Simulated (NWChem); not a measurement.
Program: NWChem. System: Cl₄MoO, charge 0, spin multiplicity 1, at a geometry optimised with PBE0/def2-SVP with def2 effective core potentials on Mo. The structure started from a generated list of species. Level: MP2/def2-SVP with def2 effective core potentials on Mo, 21 core orbitals frozen.

Job file:

```
start mol
memory heap 200 mb stack 900 mb global 1100 mb
geometry units angstroms nocenter noautoz
  Mo    -0.204244     0.182818     0.000000
  O     -1.445180     1.292922     0.000000
  Cl     1.566968    -1.403017     0.000000
  Cl    -0.876521    -0.722696     1.945979
  Cl    -0.876521    -0.722696    -1.945979
  Cl     1.370760     1.788307     0.000000
  symmetry group Cs
end
basis spherical
  * library def2-svp
end
ecp
  Mo library def2-ecp
end
scf
  rhf
  nopen 0
  maxiter 100
  thresh 1e-7
  semidirect memsize 60000000 filesize 0
end
mp2
  freeze core 21
end
task mp2 energy
```

Output (cleaned and shortened):

```
             Northwest Computational Chemistry Package (NWChem) 7.3.0
             --------------------------------------------------------

                                NWChem Input Module
                                -------------------

 Scaling coordinates for geometry "geometry" by  1.889725989
 (inverse scale =  0.529177249)

 Turning off AUTOSYM since
 SYMMETRY directive was detected!

                             Geometry "geometry" -> ""
                             -------------------------

 Output coordinates in angstroms (scale by  1.889725989 to convert to a.u.)

  No.       Tag          Charge          X              Y              Z
 ---- ---------------- ---------- -------------- -------------- --------------
    1 Mo                  42.0000    -0.20424400     0.18281800     0.00000000
    2 O                    8.0000    -1.44518000     1.29292200     0.00000000
    3 Cl                  17.0000     1.56696800    -1.40301700     0.00000000
    4 Cl                  17.0000    -0.87652100    -0.72269600     1.94597900
    5 Cl                  17.0000    -0.87652100    -0.72269600    -1.94597900
    6 Cl                  17.0000     1.37076000     1.78830700     0.00000000

 Effective nuclear repulsion energy (a.u.)    1124.4109341194

            Nuclear Dipole moment (a.u.)
            ----------------------------
        X                 Y               Z
 ---------------- ---------------- ----------------
    -0.0000491329    -0.0000037795     0.0000000000

      Symmetry information
      --------------------

 Group name             Cs
 Group number              2
 Group order               2
 No. of unique centers     5

      Symmetry unique atoms

     1    2    3    4    6


 Summary of "ao basis" -> "" (spherical)
 ------------------------------------------------------------------------------
       Tag                 Description            Shells   Functions and Types
 ---------------- ------------------------------  ------  ---------------------
 *                          def2-svp                  on all atoms

 Summary of "ao basis" -> "ao basis" (spherical)
[...]
     1   1 0 0     -0.400223      0.000000     10.806976
     1   0 1 0      0.359221      0.000000     -9.673330
     1   0 0 1      0.000000      0.000000      0.000000

     2   2 0 0    -62.172215      0.000000    418.166372
     2   1 1 0      3.914043      0.000000     37.015349
     2   1 0 1     -0.000000      0.000000      0.000000
     2   0 2 0    -61.301806      0.000000    426.490112
     2   0 1 1     -0.000000      0.000000      0.000000
     2   0 0 2    -57.802256      0.000000    459.782976

                   NWChem MP2 Semi-direct Energy/Gradient Module
                   ---------------------------------------------

  Basis functions       =    117
  Molecular orbitals    =    117
  Frozen core           =     21
  Frozen virtuals       =      0
  Active alpha occupied =     24
  Active beta occupied  =     24
  Active alpha virtual  =     72
  Active beta virtual   =     72
  Use MO symmetry       = T
  Use skeleton AO sym   = T

  AO/Fock/Back tols     =   1.0D-09  1.0D-09  1.0D-09

 GA uses MA = F    GA memory limited = T

 Available:
  local mem=  1.26D+08
 global mem=  1.44D+08
 local disk=  0.00D+00
  mp2_memr nvloc                    72
  nvloc new                    72
   1 passes of  24:        5242880                     114291                  37295746.
   1 passes of  24: M    126139632           G      144151822           F     120896752.

 Semi-direct pass number   1 of   1  for RHF alpha+beta  at        5.6s
  vrange nnbf                  6344
  mp2_eaftype                   142  avail_ma_in_mb                  1099
 EAF : mp2_eaftype filesize         142   18647873.
  mp2_eaf for mointskh                    142
Node 0 wrote     87.7 Mb in      0.0 s     Agg I/O rate:  2610.4 Mb/s
 Done moints_semi at       13.5s
  mp2_eaftype                   142  avail_ma_in_mb                   957
 EAF : mp2_eaftype filesize         142   18647873.
  mp2_eaf for kh                   142
 Done maket at       13.9s
 Done multipass loop at       13.9s

          -------------------------------------------
          SCF energy               -1979.794563469624
          Correlation energy          -1.220852800241
          Singlet pairs               -0.659503863138
          Triplet pairs               -0.561348937103
          Total MP2 energy         -1981.015416269865
          -------------------------------------------

          ---------------------------------------------------
                    Spin Component Scaled (SCS) MP2
          Same spin pairs                     -0.374232624735
          Same spin scaling factor             0.333333333333
          Opposite spin pairs                 -0.846620175506
          Opposite spin scaling fact.          1.200000000000
          SCS-MP2 correlation energy          -1.140688418852
          Total SCS-MP2 energy             -1980.935251888476
          ---------------------------------------------------

 -----------------------
 Performance information
 -----------------------

 Timer overhead =  1.93D-07 seconds/call

               Nr. of calls         CPU time (s)                 Wall time (s)                GFlops
             ---------------    -------------------     ------------------------------   -------------------
Name         Min   Avg   Max    Min     Avg     Max     Min     Avg     Max   Mx/calls   Min     Max     Sum
mp2: moin     1     1     1    7.9     7.9     7.9      7.9     7.9     7.9     7.9      0.0     0.0     0.0
mp2: make     1     1     1   0.45    0.45    0.45     0.45    0.45    0.45    0.45      0.0     0.0     0.0
mp2: tota     1     1     1    8.4     8.4     8.4      8.4     8.4     8.4     8.4      0.0     0.0     0.0

 The average no. of pstat calls per process was 3.00D+00
 with a timing overhead of 5.79D-07s

 Task  times  cpu:       13.9s     wall:       13.9s

 Total times  cpu:       13.9s     wall:       13.9s
```
